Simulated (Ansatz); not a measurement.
C3H9BClNSi, SMILES `BN(CC=C)[SiH2]Cl`, 16 atoms. The species carries charge 0 and has multiplicity 1. All runs use 8 threads of an Arm Neoverse V1 on a shared host. Correlated methods freeze the cores.

**Question.** How many basis functions does each run have, and how long does it take in Ansatz? direct RPA on PBE orbitals/def2-TZVPP energy; RKS PBE0-D4/def2-TZVP relaxation (21 steps); RKS ωB97M-V/def2-TZVPP energy and forces; RKS PBE0-D4/def2-QZVPP energy; RKS ωB97M-V/def2-SVP energy; RKS SPW92 (LDA)/def2-TZVPP energy; RHF-CCSD(T)/def2-SVP energy; RKS ωB97M-V/def2-QZVPP energy; RKS LC-ωPBE/def2-TZVPP energy; RKS PBE0-D4/def2-TZVP frequencies; RHF-MP2/def2-TZVPP energy; RKS PBE0-D4/def2-SVP energy. (Estimate.)

**Answer.** The calculation gave: Other jobs shared the machine, so times are rough.

| level | job | functions | wall time | peak host memory (GiB) |
| --- | --- | --- | --- | --- |
| RKS PBE0-D4/def2-SVP | energy | 151 | 2.9 s | 0.88 |
| RKS SPW92 (LDA)/def2-TZVPP | energy | 365 | 5.5 s | 0.71 |
| RKS ωB97M-V/def2-SVP | energy | 151 | 7 s | 0.88 |
| RKS LC-ωPBE/def2-TZVPP | energy | 365 | 9 s | 1.1 |
| RHF-MP2/def2-TZVPP | energy | 365 | 12 s | 1.4 |
| direct RPA on PBE orbitals/def2-TZVPP | energy | 365 | 13 s | 1.4 |
| RHF-CCSD(T)/def2-SVP | energy | 151 | 21 s | 1.3 |
| RKS PBE0-D4/def2-QZVPP | energy | 695 | 24 s | 4.2 |
| RKS ωB97M-V/def2-TZVPP | energy and forces | 365 | 25 s | 2.1 |
| RKS ωB97M-V/def2-QZVPP | energy | 695 | 43 s | 5.1 |
| RKS PBE0-D4/def2-TZVP | relaxation (21 steps) | 283 | 2.1 min | 1.1 |
| RKS PBE0-D4/def2-TZVP | frequencies | 283 | 6.7 min | 1.1 |

LC-ωPBE has ω = 0.4 bohr⁻¹.
